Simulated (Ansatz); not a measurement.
C2H8FHfN, SMILES `[CH3][Hf]([CH3])([NH2])[F]`. Total charge 0; spin multiplicity 1. Hf: def2 effective core potential. All single points use the PBE0-D4/def2-TZVP geometry. It is one conformer, not always the lowest.

```xyz
13

C     0.195   -0.610    1.844
Hf    0.480    0.496   -0.064
C    -1.581    0.763   -0.851
N     1.496   -0.700   -1.343
F     1.332    2.182    0.232
H     1.133   -0.764    2.389
H    -0.485   -0.067    2.513
H    -0.244   -1.600    1.672
H    -1.610    1.352   -1.775
H    -2.056   -0.201   -1.069
H    -2.217    1.277   -0.118
H     1.191   -1.626   -1.612
H     2.366   -0.502   -1.817
```

Q: What is the dipole moment at PBE/def2-TZVPP? (Estimate.)

A: Ansatz gave: 1.93 D, with components (0.39, -1.57, -1.05) D in this frame, pointing from negative to positive charge.

Q: And with r2SCAN, B3LYP, ωB97M-V? (Estimate.)

A: Ansatz gave: r2SCAN 1.93 D, B3LYP 1.95 D, ωB97M-V 1.93 D.

Q: Give the Mulliken charges with PBE, ωB97M-V, r2SCAN in def2-TZVPP. (Best estimate.)

A: The calculation gave: 
```tsv
atom	PBE	ωB97M-V	r2SCAN
C1	-0.49	-0.60	-0.48
Hf2	0.83	1.00	1.06
C3	-0.49	-0.60	-0.48
N4	-0.42	-0.40	-0.52
F5	-0.30	-0.34	-0.35
H6	0.10	0.12	0.08
H7	0.10	0.12	0.08
H8	0.09	0.11	0.07
H9	0.10	0.12	0.08
H10	0.09	0.11	0.07
H11	0.10	0.12	0.08
H12	0.14	0.12	0.16
H13	0.14	0.11	0.16
```

B3LYP here is the variant with VWN-RPA as its local correlation; programs differ in this.
